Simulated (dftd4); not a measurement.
C$_{6}$H$_{11}$O, doublet, at a GFN2-xTB geometry; D4 for pbe0 (dftd4).

Here is a job for dftd4.
```
$ dftd4 mol.xyz --func pbe0 --charge 0 --json dftd4.json --noedisp

# file mol.xyz
18

C     -0.97511288     1.58097870    -0.94203304
C     -0.96231969     0.53522561     0.11085503
C     -1.97227886    -0.54738907     0.09058227
C      0.15344713     0.42274369     1.07514839
C      1.00349514    -0.56158825     0.27571600
C      2.07304886     0.06860748    -0.57898108
O      0.77513768    -1.75479997     0.28390729
H     -1.96906957     2.02875190    -1.00777574
H     -0.25662568     2.37086978    -0.73304793
H     -0.75760249     1.16387695    -1.93176553
H     -2.62178701    -0.47275434    -0.77775111
H     -2.58934883    -0.52972765     0.99332890
H     -1.46799437    -1.52046669     0.07946754
H     -0.16180915    -0.03317521     2.01389098
H      0.67421938     1.36181235     1.24929421
H      1.65956405     0.85865389    -1.19986032
H      2.53323844    -0.68746312    -1.21024054
H      2.83443576     0.50655300     0.06547593
```

### Question
Predict the main parts of the log of this dftd4 run.

### Answer

```
                    ____  _____ _____     ____  _  _
      -------------|  _ \|  ___|_   _|---|  _ \| || |------------
     |             | | | | |_    | | ___ | | | | || |_           |
     |             | |_| |  _|   | ||___|| |_| |__   _|          |
     |             |____/|_|     |_|     |____/   |_|            |
     |             ===================================           |
     |            E. Caldeweyher, S. Ehlert & S. Grimme          |
     |          Mulliken Center for Theoretical Chemistry        |
     |                    University of Bonn                     |
      -----------------------------------------------------------

Rational (Becke-Johnson) damping: pbe0-D4-ATM
---------------------
  s6         1.0000
  s8         1.2007
  s9         1.0000
  a1         0.4009
  a2         5.0293
 alp        16.0000
--------------------

Dispersion energy:      -1.2729719239768E-02 Eh

[Info] JSON dump of results written to 'dftd4.json'
```
